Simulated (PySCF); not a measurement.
Species: C8H9N.
Atom-mapped SMILES: `[CH2:1]=[N:2][c:3]1[cH:4][cH:5][cH:6][cH:7][c:8]1[CH3:9]` (hydrogens: H10, H11 on C1; H12 on C4; H13 on C5; H14 on C6; H15 on C7; H16, H17, H18 on C9)

Structure used (PBE0-D3(BJ)/def2-SVP), in Å, numbered top down from 1:
```xyz
18
C8H9N angstrom
C     -1.9463    2.1093   -0.3413
N     -1.5731    0.9759   -0.7632
C     -0.3263    0.4541   -0.4018
C      0.8372    1.2363   -0.4246
C      2.0704    0.6805   -0.0977
C      2.1493   -0.6637    0.2594
C      0.9945   -1.4448    0.2715
C     -0.2526   -0.9148   -0.0658
C     -1.4946   -1.7512   -0.0494
H     -2.9093    2.5172   -0.6787
H     -1.3542    2.7230    0.3650
H      0.7685    2.2808   -0.7379
H      2.9716    1.2973   -0.1324
H      3.1130   -1.1104    0.5146
H      1.0603   -2.5028    0.5404
H     -1.2551   -2.8218   -0.1141
H     -2.1574   -1.4710   -0.8809
H     -2.0702   -1.5915    0.8779
```

Linear response at B3LYP/def2-SVPD (PySCF, frozen core in the response, non-relativistic).

Static isotropic polarisability: 105.35 au (15.61 Å³), principal values 64.0, 113.6, 138.5 au.

Problem. What is the polarisability at 1064 nm and at the sodium D line?

Solution. 106.98 au at 1064 nm (+1.5 %), 111.19 au at 589.3 nm (+5.5 %). The rise at 589.3 nm is 3.58 times that at 1064 nm; a pure ω² law gives 3.26. The lowest singlet lies at 302 nm, shorter than both wavelengths.

Problem. What is the isotropic C6 coefficient between two such molecules, C6 = (3/π)∫α(iω)² dω?

Solution. 3951 au (Eh·bohr⁶) by a ten-point quadrature over imaginary frequencies, which is 2360 eV·Å⁶ or 228 J·nm⁶/mol.

Problem. Which effective excitation energy ω̄ makes London's formula C6 = (3/4)α²ω̄ exact here?

Solution. ω̄ = 4·C6/(3α²) = 0.475 Eh = 12.9 eV. A one-pole form α(ω) = α/(1 − ω²/ω̄²) fitted to the 1064 nm value gives 9.4 eV.

Problem. What n − 1 at the D line would an ideal gas of it have at 273.15 K and 1 atm (2.6868 × 10¹⁹ cm⁻³), by n − 1 = 2π·N·α′?

Solution. 27.81 × 10⁻⁴, a formal value whether or not that pressure can be reached.

Problem. How anisotropic is the static polarisability, by Δα² = ½[(α1 − α2)² + (α2 − α3)² + (α3 − α1)²]?

Solution. Δα = 65.7 au, or 0.62 of the isotropic value.

Problem. The lowest 6 singlets have (eV, f): 4.10, 0.078; 4.65, 0.004; 5.30, 0.090; 5.42, 0.081; 5.83, 0.020; 6.19, 0.015. What share of the static polarisability do they carry in the sum over states α = Σ f/ω²?

Solution. 8.71 au, 8.3 % of α; the largest term, 3.44 au, is that of the state at 4.10 eV. Their oscillator strengths add up to 0.29. Higher states carry the rest.

Problem. What three-body coefficient follows from the one-pole estimate C9 = (3/4)·α·C6?

Solution. 312000 au. This is an estimate from the two numbers above, not a computed integral.

Problem. How many electrons N does the Slater–Kirkwood formula C6 = (3/4)·√N·α^(3/2) need to give this C6?

Solution. N = (4·C6/3)²/α³ = 23.7; the species has 64 electrons in all.

Problem. What molar refraction at the D line follows from R = (4π/3)·N_A·α′, with α′ the polarisability volume?

Solution. α′ = 16.48 Å³ gives R = 41.56 cm³/mol, for isolated, non-vibrating species.

The run took 1.8 min (grids of density and orbitals included) on Arm Neoverse N1, one thread, no GPU, on a shared host, and the process peaked at 1.0 GiB of memory. This is the whole response run at B3LYP/def2-SVPD, SCF included.

One conformer stands for the species.
